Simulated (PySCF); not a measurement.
## Trend along group 14: MP cations

MP2 with double-zeta basis sets in PySCF, for the lowest determinant that a PBE0 search found; no spin–orbit coupling. De refers to high-spin ground-configuration atoms (the charge goes to the atom of lower measured ionisation energy or higher electron affinity, which is not always the lowest computed limit).

| M | basis | reference, frozen orbitals | charged atom | state (unpaired electrons) | Re (Å) | ωe (cm⁻¹) | De (eV) |
| --- | --- | --- | --- | --- | --- | --- | --- |
| Si | x2c-SVPall | UHF, 10 | Si+ | triplet (π ↑↑) | 2.218 | 527 | 2.16 |
| Ge | def2-SVP | UHF, 14 | Ge+ | triplet (π ↑↑) | 2.297 | 405 | 1.95 |
| Pb | def2-SVP | UHF, 9 | Pb+ | triplet (π ↑↑) | 2.620 | 305 | n/a |

The shortest bond is that of SiP⁺ (2.218 Å), the longest that of PPb⁺ (2.620 Å).

The rows differ in basis set, which adds steps of its own.

Down a group the atoms grow and get heavier, so bonds lengthen and wavenumbers fall; this series shows no clear exception.

Correlated steps freeze the inner cores (9 to 14 orbitals); shallow outer-core shells are correlated. Correlated levels converge slowly with the basis: in double zeta they bind strong bonds too weakly, by up to about 1 eV, and carry superposition errors of some tenths. These are scalar-relativistic numbers at best; spin–orbit coupling would shift them, the dissociation energy most. For an ion De counts to the pair picked by the measured ionisation energies or electron affinities, which need not be the lowest pair at this level. States were picked by a PBE0 search and need not be the measured ground states.
